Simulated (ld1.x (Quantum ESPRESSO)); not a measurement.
**Sm (Z = 62): excitation energies, all-electron against PAW**

Sm, PAW, made with ld1.x (Quantum ESPRESSO) 7.5 (Wu–Cohen, fully relativistic). Core [Kr] 4d10, reference 4f6 5s2 5p6 5d0 6s1 6p1. Waves: 5s (bound): rcut 2.60, rcutus 2.75 bohr; 6s (bound): rcut 2.60, rcutus 2.75 bohr; 5p (bound): rcut 2.15, rcutus 2.40 bohr; 6p (bound): rcut 2.15, rcutus 2.40 bohr; 5d (bound, empty): rcut 2.45, rcutus 3.15 bohr; 5d channel at 0.2 Ry: rcut 2.45, rcutus 3.15 bohr; 4f (bound): rcut 1.20, rcutus 1.65 bohr; 4f channel at 0.2 Ry: rcut 1.20, rcutus 1.65 bohr. Local part: all-electron potential smoothed inside 3.10 bohr (lloc = -1). Core correction: Bessel-smoothed model core, default radius (core density twice the valence density). Augmentation charge: PSQ, inside the norm-conserving radii.

Open shells are filled in proportion to 2j + 1 (rel_dist='average').

Energies are relative to the spin-unpolarised reference configuration 4f6 5s2 5p6 5d0 6s1 6p1; without spin polarisation the order of configurations can differ from experiment. Not all tests gave a result: test run stopped at test 4 of 7 (negative rho).

| valence configuration | charge | ΔE all-electron (eV) | error AE − PS (meV) |
| --- | --- | --- | --- |
| 4f6 5s2 5p6 5d0 6s2 6p0 | 0 | -2.461 | +4.5 |
| 4f6 5s2 5p6 5d0 6s1 6p0 | +1 | 3.488 | +1.0 |
| 4f6 5s2 5p6 5d0 6s0 6p0 | +2 | 14.413 | +1.6 |

The ghost test of this file was not conclusive.
